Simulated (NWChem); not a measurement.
System: C₃H₅N; SMILES C#CCN

The following NWChem deck was run.

```
start job
memory heap 200 mb stack 900 mb global 1100 mb
geometry units angstroms noautosym nocenter noautoz
  C      0.258218    -1.932267     0.000000
  C     -0.158735    -0.794123     0.000000
  C     -0.610001     0.603743     0.000000
  N      0.436612     1.608806     0.000000
  H      0.620421    -2.943780     0.000000
  H     -1.260176     0.765838     0.876664
  H     -1.260176     0.765838    -0.876664
  H      1.037215     1.479651    -0.812430
  H      1.037215     1.479651     0.812430
end
basis spherical
  C library 6-31g*
  N library 6-31g*
  H library 6-31g*
end
dft
  xc m06-2x
  iterations 150
end
cosmo
  do_cosmo_smd true
  solvent dmso
end
task dft energy
```

NWChem printed, in part:

```
             Northwest Computational Chemistry Package (NWChem) 7.3.0
             --------------------------------------------------------

                             Geometry "geometry" -> ""
                             -------------------------

 Output coordinates in angstroms (scale by  1.889725989 to convert to a.u.)

  No.       Tag          Charge          X              Y              Z
 ---- ---------------- ---------- -------------- -------------- --------------
    1 C                    6.0000     0.25821800    -1.93226700     0.00000000
    2 C                    6.0000    -0.15873500    -0.79412300     0.00000000
    3 C                    6.0000    -0.61000100     0.60374300     0.00000000
    4 N                    7.0000     0.43661200     1.60880600     0.00000000
    5 H                    1.0000     0.62042100    -2.94378000     0.00000000
    6 H                    1.0000    -1.26017600     0.76583800     0.87666400
    7 H                    1.0000    -1.26017600     0.76583800    -0.87666400
    8 H                    1.0000     1.03721500     1.47965100    -0.81243000
    9 H                    1.0000     1.03721500     1.47965100     0.81243000

 Effective nuclear repulsion energy (a.u.)     103.0866047306

                                 NWChem DFT Module
                                 -----------------

 Summary of "ao basis" -> "ao basis" (spherical)
 ------------------------------------------------------------------------------
       Tag                 Description            Shells   Functions and Types
 ---------------- ------------------------------  ------  ---------------------
 C                           6-31g*                  6       14   3s2p1d
 N                           6-31g*                  6       14   3s2p1d
 H                           6-31g*                  2        2   2s

 in cosmo_initialize ...
 calling solv_data for solv:dmso

 solvent parameters
 solvname_short: dmso
 solvname_long:  dimethylsulfoxide
 dielec:       46.8260
 dielecinf:     2.0079
 nonaqueous SMD model solvent descriptors
 dielec:       46.8260
 sola:          0.0000
 solb:          0.8800
 solc:          0.0000
 solg:         61.7800
 solh:          0.0000
 soln:          1.4170

          ---------------
          -cosmo- solvent
          ---------------
 Cosmo: York-Karplus, doi: 10.1021/jp992097l
 dielectric constant -eps-     =  46.83
 screen = (eps-1)/(eps    )    =   0.97864
 surface charge correction     = lagrangian

   van der Waals surface
 --------------------------

 ---------- ATOMIC COORDINATES (A.U.) ------------ VDWR(ANG.) --
     1    0.48796127   -3.65145517    0.00000000     1.850
     2   -0.29996565   -1.50067487    0.00000000     1.850
     3   -1.15273474    1.14090884    0.00000000     1.850
     4    0.82507704    3.04020251    0.00000000     1.890
     5    1.17242569   -5.56293757    0.00000000     1.200
     6   -2.38138734    1.44722397    1.65665474     1.200
     7   -2.38138734    1.44722397   -1.65665474     1.200
     8    1.96005214    2.79613495   -1.53527008     1.200
     9    1.96005214    2.79613495    1.53527008     1.200
 number of segments per atom =        128
 number of   points per atom =        128
 atom (   nspa,  nppa )
 ----------------------
    1 (     78,     0 )       0
    2 (     52,     0 )       0
    3 (     36,     0 )       0
    4 (     76,     0 )       0
    5 (     52,     0 )       0
    6 (     55,     0 )       0
    7 (     55,     0 )       0
    8 (     48,     0 )       0
    9 (     48,     0 )       0
 number of -cosmo- surface points =      500
 molecular surface =     97.640 angstrom**2
 molecular volume  =     74.902 angstrom**3
 -lineq- algorithm             =   0
 -bem- low  level              =   3
 -bem- from -octahedral-
 gaussian surface charge width =   4.50000
 degree of switching           =   1.00000
 switching function tolerance  =   0.00010
 atomic radii =
 --------------
    1  6.000  1.850
    2  6.000  1.850
    3  6.000  1.850
    4  7.000  1.890
    5  1.000  1.200
    6  1.000  1.200
    7  1.000  1.200
    8  1.000  1.200
    9  1.000  1.200
 ...... end of -cosmo- initialization ......

 nat:                     9
 ixmem:                  4523
 calling mnsol_interface()
 G(SMD-CDS) energy (kcal/mol)  =     3.020
 SMD-CDS SASA (angstrom**2)    =   124.214

            General Information
            -------------------
          SCF calculation type: DFT
          Wavefunction type:  closed shell.
          No. of atoms     :     9
          No. of electrons :    30
           Alpha electrons :    15
            Beta electrons :    15
          Charge           :     0
          Spin multiplicity:     1
          Use of symmetry is: off; symmetry adaption is: off
          Maximum number of iterations: 150
          AO basis - number of functions:    66
                     number of shells:    34
          Convergence on energy requested:  1.00D-06
          Convergence on density requested:  1.00D-05
          Convergence on gradient requested:  5.00D-04

              XC Information
              --------------
                       M06-2X Method XC Functional
                     Hartree-Fock (Exact) Exchange  0.540
                        M06-2X Exchange Functional  1.000
                      M06-2X Correlation Potential  1.000

             Grid Information
             ----------------
          Grid used for XC integration:  medium
          Radial quadrature: Mura-Knowles
          Angular quadrature: Lebedev.
          Tag              B.-S. Rad. Rad. Pts. Rad. Cut. Ang. Pts.
          ---              ---------- --------- --------- ---------
          C                   0.70       49          10.0       434
          N                   0.65       49          11.0       434
          H                   0.35       45          11.0       434
          Grid pruning is: on
          Number of quadrature shells:   421
          Spatial weights used:  Erf1

      Superposition of Atomic Density Guess
      -------------------------------------

 Sum of atomic energies:        -169.76566339

      Non-variational initial energy
      ------------------------------

 Total energy =    -171.996883
 1-e energy   =    -431.354873
 2-e energy   =     156.271385
 HOMO         =      -0.310463
 LUMO         =       0.062186

   convergence    iter        energy       DeltaE   RMS-Dens  Diis-err
 ---------------- ----- ----------------- --------- --------- ---------
     COSMO gas phase
 d= 0,ls=0.0,diis     1   -171.8596255283 -2.75D+02  1.04D-02  3.47D-01
 d= 0,ls=0.0,diis     2   -171.8916792966 -3.21D-02  3.94D-03  1.37D-01
 d= 0,ls=0.0,diis     3   -171.9032725165 -1.16D-02  1.98D-03  2.97D-02
 d= 0,ls=0.0,diis     4   -171.9061981436 -2.93D-03  6.44D-04  5.57D-03
 d= 0,ls=0.0,diis     5   -171.9068712976 -6.73D-04  1.43D-04  9.67D-05
  Resetting Diis
 d= 0,ls=0.0,diis     6   -171.9068819888 -1.07D-05  3.93D-05  1.10D-05
 d= 0,ls=0.0,diis     7   -171.9068833067 -1.32D-06  1.51D-05  4.78D-07
 d= 0,ls=0.0,diis     8   -171.9068833384 -3.17D-08  6.30D-06  3.91D-07

   convergence    iter        energy       DeltaE   RMS-Dens  Diis-err
 ---------------- ----- ----------------- --------- --------- ---------
     COSMO solvation phase
 d= 0,ls=0.0,diis     1   -171.9135413545 -6.66D-03  2.46D-03  3.56D-03
 d= 0,ls=0.0,diis     2   -171.9144729567 -9.32D-04  4.39D-04  5.42D-04
 d= 0,ls=0.0,diis     3   -171.9145325827 -5.96D-05  2.07D-04  2.28D-04
 d= 0,ls=0.0,diis     4   -171.9145598712 -2.73D-05  6.37D-05  3.23D-05
 d= 0,ls=0.0,diis     5   -171.9145638417 -3.97D-06  2.22D-05  2.20D-06
 d= 0,ls=0.0,diis     6   -171.9145641140 -2.72D-07  7.46D-06  2.09D-07

         Total DFT energy =     -171.914564113980
      One electron energy =     -434.978021793400
           Coulomb energy =      184.801263530046
    Exchange-Corr. energy =      -24.927733741562
 Nuclear repulsion energy =      103.086604730628

             COSMO energy =        0.103323160307

 Numeric. integr. density =       30.000005165852

                                COSMO-SMD solvation results
                                ---------------------------

             internal energy in gas <Psi(g)|H|Psi(g)> =      -171.906883338362
         internal energy in solvent <Psi(s)|H|Psi(s)> =      -171.905771331830
                               delta internal energy  =         0.001112006532 (    0.70 kcal/mol)
   total free energy in solvent <Psi(s)|H+V/2|Psi(s)> =      -171.919377157167
 polarization energy contribution <Psi(s)|V/2|Psi(s)> =        -0.013605825336 (   -8.54 kcal/mol)
    total free energy in solvent including G(SMD-CDS) =      -171.914564113980
                       G(SMD-CDS) energy contribution =         0.004813043187 (    3.02 kcal/mol)
     1 M fixed-concentration free energy of solvation =        -0.007680775618 (   -4.82 kcal/mol)

                       DFT Final Molecular Orbital Analysis
                       ------------------------------------

 Vector   13  Occ=2.000000D+00  E=-3.461873D-01
              MO Center= -5.1D-03, -5.0D-01, -8.5D-10, r^2= 3.0D+00
   Bfn.  Coefficient  Atom+Function         Bfn.  Coefficient  Atom+Function
  ----- ------------  ---------------      ----- ------------  ---------------
    17      0.350771  2 C  px                 3      0.298924  1 C  px
    21      0.224467  2 C  px                 7      0.196135  1 C  px
    45      0.194128  4 N  px                48     -0.181624  4 N  s
    50     -0.162907  4 N  py                46     -0.160954  4 N  py
     4      0.149402  1 C  py                49      0.143479  4 N  px

 Vector   14  Occ=2.000000D+00  E=-3.288411D-01
              MO Center= -5.1D-02, -1.1D+00,  1.2D-09, r^2= 2.0D+00
   Bfn.  Coefficient  Atom+Function         Bfn.  Coefficient  Atom+Function
  ----- ------------  ---------------      ----- ------------  ---------------
     5      0.404758  1 C  pz                19      0.368683  2 C  pz
     9      0.274449  1 C  pz                23      0.238936  2 C  pz
    33     -0.157581  3 C  pz                60     -0.114118  6 H  s
    62      0.114118  7 H  s                 59     -0.107154  6 H  s
    61      0.107154  7 H  s                 37     -0.087406  3 C  pz

 Vector   15  Occ=2.000000D+00  E=-3.129684D-01
              MO Center=  2.7D-01,  8.2D-01,  1.0D-10, r^2= 3.1D+00
   Bfn.  Coefficient  Atom+Function         Bfn.  Coefficient  Atom+Function
  ----- ------------  ---------------      ----- ------------  ---------------
    46      0.455469  4 N  py                50      0.416832  4 N  py
     3      0.232987  1 C  px                18      0.183034  2 C  py
    45     -0.173607  4 N  px                 7      0.153312  1 C  px
    17      0.148181  2 C  px                22      0.139858  2 C  py
    48      0.139066  4 N  s                 49     -0.134755  4 N  px

 Vector   16  Occ=0.000000D+00  E= 8.461784D-02
              MO Center=  7.3D-02, -7.7D-01, -3.5D-10, r^2= 3.4D+00
   Bfn.  Coefficient  Atom+Function         Bfn.  Coefficient  Atom+Function
  ----- ------------  ---------------      ----- ------------  ---------------
    48      0.713168  4 N  s                  7      0.619636  1 C  px
    22     -0.417006  2 C  py                21     -0.411327  2 C  px
     3      0.337374  1 C  px                17     -0.323243  2 C  px
    36     -0.306011  3 C  py                35     -0.292324  3 C  px
    64     -0.283305  8 H  s                 66     -0.283305  9 H  s

 Vector   17  Occ=0.000000D+00  E= 9.791816D-02
              MO Center= -9.9D-02, -1.1D+00,  1.2D-09, r^2= 2.8D+00
   Bfn.  Coefficient  Atom+Function         Bfn.  Coefficient  Atom+Function
  ----- ------------  ---------------      ----- ------------  ---------------
     9      0.672344  1 C  pz                23     -0.628381  2 C  pz
    60      0.453961  6 H  s                 62     -0.453961  7 H  s
    19     -0.395330  2 C  pz                 5      0.366493  1 C  pz
    37     -0.265990  3 C  pz                51      0.142692  4 N  pz
    64      0.112702  8 H  s                 66     -0.112702  9 H  s

 Vector   18  Occ=0.000000D+00  E= 1.576517D-01
              MO Center=  2.9D-01,  6.5D-01, -4.2D-09, r^2= 5.1D+00
   Bfn.  Coefficient  Atom+Function         Bfn.  Coefficient  Atom+Function
  ----- ------------  ---------------      ----- ------------  ---------------
    34      1.353256  3 C  s                 48      1.059853  4 N  s
    64     -0.880372  8 H  s                 66     -0.880372  9 H  s
    60     -0.653728  6 H  s                 62     -0.653728  7 H  s
    49      0.571773  4 N  px                21      0.462730  2 C  px
    35     -0.408746  3 C  px                 8     -0.406257  1 C  py

     Multipole analysis of the density
     ---------------------------------

     L   x y z        total         alpha         beta         nuclear
     -   - - -        -----         -----         ----         -------
     0   0 0 0     -0.000000    -15.000000    -15.000000     30.000000

     1   1 0 0      0.310586     -0.003137     -0.003137      0.316860
     1   0 1 0     -0.332166     -0.235018     -0.235018      0.137871
     1   0 0 1     -0.000000     -0.000000     -0.000000      0.000000

     2   2 0 0    -16.355439    -25.731102    -25.731102     35.106765
     2   1 1 0     -0.498026      0.138827      0.138827     -0.775681
     2   1 0 1      0.000000      0.000000      0.000000      0.000000
     2   0 2 0    -18.969202   -117.880944   -117.880944    216.792687
     2   0 1 1     -0.000000     -0.000000     -0.000000      0.000000
     2   0 0 2    -17.276249    -13.739684    -13.739684     10.203118
```

Level: M06-2X/6-31G* (spherical d), SMD on the gas-phase geometry. Structure relaxed at the PBE0/def2-SVP level. Solvent: dimethyl sulfoxide.
